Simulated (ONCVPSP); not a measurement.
**Sr (Z = 38) ONCV: all-electron and pseudo phase curves**

ONCVPSP 4.0.1 input, shortened (lines: element, Z, core and valence counts, functional; n l f; lmax; l rc ep ncon nbas qcut; lloc lpopt rc5 dvloc0; l nproj debl; icmod fcfact rcfact), PBE, scalar-relativistic:

```
  Sr 38.00    6    3        4      upf
    1    0    2.00
    2    0    2.00
    2    1    6.00
    3    0    2.00
    3    1    6.00
    3    2   10.00
    4    0    2.00
    4    1    6.00
    5    0    2.00
    2
    0    2.10    0.00    5    9    5.00
    1    2.45    0.00    4    8    5.50
    2    2.10    0.33    5    9    4.90
    2    5    2.10    0.00
    0    2    1.80
    1    2    0.70
    2    0    1.90
    0    0.00    0.00
```

In the p channel the program set the typed energies aside and used -0.839, 0.250 Ha. In the d channel the program set the typed energies aside and used 0.050 Ha.

The phase is arctan(r·R′/R) of the radial function R(r), unwrapped; energies in Ha, scanned from -3 to 5 Ha. A pole is an energy at which the radial function vanishes at the test radius. The pseudo phase is shifted by a multiple of π to meet the all-electron one at the reference energy, and phase errors are pseudo minus all-electron; the curves can meet again beyond the range given. Levels narrower than the energy grid can be missing from the lists of poles.

```json
{"channel": "s", "radius (bohr)": "2.13", "reference energy (Ha)": "-0.13", "poles, all-electron": "-1.18, 4.24", "poles, pseudo": "-1.18, 4.72", "unbroken range about the reference energy with phases within 0.05 rad": "the whole range", "phase error 1 Ha above the reference energy (rad)": "+0.015"}
{"channel": "p", "radius (bohr)": "2.49", "reference energy (Ha)": "-0.84", "poles, all-electron": "-0.62, 3.09", "poles, pseudo": "-0.62, 3.14", "unbroken range about the reference energy with phases within 0.05 rad": "below 4.8", "phase error 1 Ha above the reference energy (rad)": "+0.000"}
{"channel": "d", "radius (bohr)": "2.13", "reference energy (Ha)": "0.05", "poles, all-electron": "1.12", "poles, pseudo": "1.13", "unbroken range about the reference energy with phases within 0.05 rad": "below 2.6", "phase error 1 Ha above the reference energy (rad)": "+0.002"}
```

Phases in the d channel:

```
E (Ha)  all-electron  pseudo
 -2.98         1.320   1.320
 -2.54         1.291   1.291
 -2.10         1.248   1.249
 -1.66         1.183   1.184
 -1.22         1.067   1.067
 -0.78         0.799   0.800
 -0.34        -0.024  -0.023
  0.10        -1.029  -1.029
  0.54        -1.379  -1.379
  0.98        -1.535  -1.533
  1.42        -1.640  -1.637
  1.86        -1.745  -1.737
  2.30        -1.901  -1.880
  2.74        -2.281  -2.200
  3.18        -3.471  -3.250
  3.62        -4.224  -4.154
  4.06        -4.446  -4.418
  4.50        -4.547  -4.531
  4.94        -4.607  -4.596
```
